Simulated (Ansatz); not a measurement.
Z-matrix (Å, degrees):
```
In
F 1 2.101
Cl 1 2.273 2 111.5
F 1 2.101 2 75.8 3 107.8
F 1 1.916 2 106.4 3 -148.9
In 1 3.316 2 37.9 3 108.0
F 6 1.916 1 110.9 2 90.2
Cl 6 2.273 1 117.8 2 -89.8
```

Charge 0, multiplicity 1. In takes the def2 core potential.

Task: List the r2SCAN/def2-TZVPP orbital energies in eV (Ansatz). (Estimate.)

Result: Ansatz gave: Occupied: -2754.07, -2754.07, -667.05, -667.05, -665.61, -665.61, -255.43, -255.43, -193.99, -193.99, -193.82, -193.82, -193.82, -193.82, -127.33, -127.33, -84.00, -84.00, -83.88, -83.88, -83.79, -83.79, -31.68, -31.38, -30.04, -30.04, -22.49, -22.49, -21.44, -21.33, -21.21, -21.18, -21.17, -21.03, -21.02, -21.01, -20.44, -20.42, -13.65, -13.04, -12.07, -11.66, -11.25, -11.08, -10.87, -10.84, -10.39, -10.17, -9.79, -9.71, -9.62, -9.56, -8.92, -8.88, -8.86, -8.81. Lowest empty: -4.04, -3.08, -1.38, -0.34, -0.06, 0.61, 0.75, 1.60.
